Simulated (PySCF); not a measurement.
Isomers of C5H8O3S, from PySCF, PBE0-D3(BJ)/def2-SVP geometry optimisation, gas phase. One conformer each, no zero-point energy, no frequencies.

Question: Which is lower in electronic energy at this level?
A. `[CH2:1]=[CH:2][S:3](=[O:4])(=[O:5])[O:6][CH:7]1[CH2:8][CH2:9]1` with C1–C2–S3–O4 133°, C2–S3–O6–C7 86°, S3–O6–C7–C8 -92°: A = 2262, B = 1145, C = 940.4 MHz, dipole 4.68 D
B. `[CH2:1]=[C:2]1[CH2:3][CH2:4][C@H:5]1[S:6](=[O:7])(=[O:8])[OH:9]` with C4–C5–S6–O7 174°, C5–S6–O9–H -109°: A = 2364, B = 1248, C = 1027 MHz, dipole 3.58 D

Answer: B. That is `O=S(=O)([C@H]1C(=C)CC1)O`, 17.3 kcal/mol below the other.

| SMILES | mapped SMILES | E (Eh) | relative (kcal/mol) | relative (kJ/mol) | dipole (D) |
| --- | --- | --- | --- | --- | --- |
| C=C1CC[C@H]1S(=O)(=O)O | [CH2:1]=[C:2]1[CH2:3][CH2:4][C@H:5]1[S:6](=[O:7])(=[O:8])[OH:9] | -818.07171 | 0.0 | 0.0 | 3.58 |
| C=CS(=O)(=O)OC1CC1 | [CH2:1]=[CH:2][S:3](=[O:4])(=[O:5])[O:6][CH:7]1[CH2:8][CH2:9]1 | -818.04421 | 17.3 | 72.2 | 4.68 |

As drawn, the lower has a four-membered ring and an O–H bond, which the higher lacks; the higher has a three-membered ring, which the lower lacks.
